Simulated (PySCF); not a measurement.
Coordinates in bohr (charge 0 multiplicity 1):
```
Ir    0.0000    0.0000    0.0000
Cl    4.0971    0.0000    0.0000
Cl   -2.0486    3.5482    0.0000
Cl   -2.0485   -3.5482    0.0000
```

Computed with PySCF, PBE0, basis Ir def2-SVP with ECP60, Cl def2-SVP (scalar-relativistic core potentials, no spin–orbit coupling, density fitting).

This geometry of IrCl₃ is a stationary point at this level.

Task: What is the point group?

Result: D3h.

Task: Is it a minimum?

Result: No: it has 1 imaginary mode, at 134i cm⁻¹ (a2'').

Task: List the harmonic modes with their infrared intensities.

Result: 
| symmetry | ω (cm⁻¹) | IR (km/mol, summed over degenerate members) |
| --- | --- | --- |
| a2'' | 134i | – |
| e' | 106 | 0.4 |
| a1' | 423 | 0.0 |
| e' | 437 | 96.8 |

Task: Give the atomic charges and bond orders.

Result: 
```csv
atom,Mulliken,Löwdin,polar tensor,Mayer order to Ir1
Ir1,0.29,-0.65,1.01,–
"Cl2,3,4",-0.10,0.22,-0.34,1.18
```

In D3h the vibrations span a2'' + 2e' + a1'. The a1' mode carries no infrared intensity, as symmetry demands.

Only a few start shapes were tried, so a lower isomer may exist. At this level a triplet minimum of C2v symmetry lies 46 kJ/mol below this structure. No spin–orbit coupling is included, which matters more the heavier the element.
